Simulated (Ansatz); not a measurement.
Ideal-gas functions of H5O2Si2 (`O[SiH2]O[SiH2]`) radical at 500 K and 1 bar, from an Ansatz frequency run at PBE0-D4/def2-TZVP.

Molar mass 93.21 g/mol, point group C1 (symmetry number 1), electronic degeneracy 2, moments of inertia 41.048, 222.22, 251.874 u Å². Harmonic wavenumbers (cm⁻¹, unscaled): 44, 61, 94, 246, 338, 595, 643, 717, 765, 790, 848, 905, 920, 956, 974, 1115, 2165, 2203, 2240, 2267, 3927.

Use S(trans) = R[1.5 ln M + 2.5 ln T − 1.1517]; rotational temperatures θ = 24.2544 K / I; S(rot) = R[ln(√π/σ · √(T³/θAθBθC)) + 1.5]; for each mode x = 1.438777 ν̃/T, S = R[x/(eˣ − 1) − ln(1 − e⁻ˣ)] and H = RT x/(eˣ − 1); 1 cm⁻¹ = 0.0119627 kJ/mol; R = 8.31446 J/(mol·K).

Task: By hand: the entropy, in J/(mol·K).

Result: Translation 176.2. Rotation: θ = 0.5909, 0.1091, 0.0963 K, giving 115.9. Vibration, mode by mode: 25.50, 22.79, 19.21, 11.36, 8.87, 4.79, 4.29, 3.63, 3.25, 3.07, 2.69, 2.37, 2.29, 2.11, 2.02, 1.47, 0.12, 0.11, 0.10, 0.09, 0.00, in all 120.1. Electronic 5.8. Sum 418.0 J/(mol·K).

Task: By hand: H − E and G − E in kJ/mol, counted from the electronic energy.

Result: Zero-point energy ½ × 22813 × 0.0119627 = 136.5; thermal vibration 28.1; translation, rotation and pV give 4 RT = 16.6. H − E = 181.2 kJ/mol, and G − E = 181.2 − 500 × 418.0/1000 = -27.8 kJ/mol.

Vibration gives 29 % of the entropy, 67.5 J/(mol·K) of it from the modes under 150 cm⁻¹: soft modes count most, and the harmonic formula is weakest for them. The sum counts one conformer and one mirror image; others add a mixing term.
